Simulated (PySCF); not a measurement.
# From PBE0 to CCSD(T): MI along the alkali metals

PBE0 and CCSD(T) in PySCF with def2-TZVPP on every atom (core potentials on Rb, I, Cs), for the lowest determinant that a PBE0 search found; no spin–orbit coupling.

```tsv
molecule	state (unpaired electrons)	PBE0 Re (Å)	PBE0 ωe (cm⁻¹)	PBE0 De (eV)	CCSD(T) Re (Å)	CCSD(T) ωe (cm⁻¹)	CCSD(T) De (eV)
LiI	singlet (closed shell)	2.390	501	3.67	2.408	494	3.65
NaI	singlet (closed shell)	2.714	256	3.23	2.726	253	3.22
KI	singlet (closed shell)	3.071	183	3.43	?	?	?
RbI	singlet (closed shell)	3.230	134	3.38	3.249	134	3.30
CsI	singlet (closed shell)	3.326	117	3.59	3.382	112	3.45
```

(1) Estimate the CCSD(T) values of KI by adding the mean shift from PBE0 to CCSD(T) of the other rows, and compare with the calculation.

(2) What are the mean differences of PBE0 from CCSD(T) over the whole series?

In a basis of this size CCSD(T) is itself not converged; it tends to give bonds that are too long and too weak.

Correlated steps freeze the inner cores (4 to 9 orbitals); shallow outer-core shells are correlated. These are scalar-relativistic numbers at best; spin–orbit coupling would shift them, the dissociation energy most. Where the molecule has an RHF reference, its open-shell atoms are computed with UHF.

Results:

(1) The mean shifts are +2.6 pm, -4 cm⁻¹ and -0.06 eV, which give 3.097 Å, 179 cm⁻¹ and 3.37 eV. CCSD(T)/def2-TZVPP gives Re = 3.100 Å, ωe = 183 cm⁻¹, De = 3.36 eV.

(2) Re -2.7 pm, ωe +3 cm⁻¹, De +0.06 eV.
